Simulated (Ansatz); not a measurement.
C2H8GeO2S (`C[O][GeH]([SH])[O]C`), charge 0, multiplicity 1.

Task: Give a relaxed structure at PBE0-D4/def2-TZVP (Ansatz). (Best estimate.)

Result: Computed: 
Z-matrix (Å, degrees):
```
C
O 1 1.412
H 1 1.092 2 107.7
H 1 1.096 2 112.0 3 119.3
H 1 1.097 2 111.9 3 -118.8
Ge 2 1.773 1 118.4 3 -177.5
O 6 1.768 2 109.3 1 58.2
S 6 2.206 2 102.8 1 178.1
H 6 1.532 2 113.2 1 -57.3
C 7 1.412 6 119.7 2 62.5
H 8 1.344 6 90.7 2 -9.8
H 10 1.092 7 107.7 6 175.3
H 10 1.096 7 111.8 6 -65.6
H 10 1.096 7 111.8 6 56.1
```
This is one stationary point; other conformers may exist.
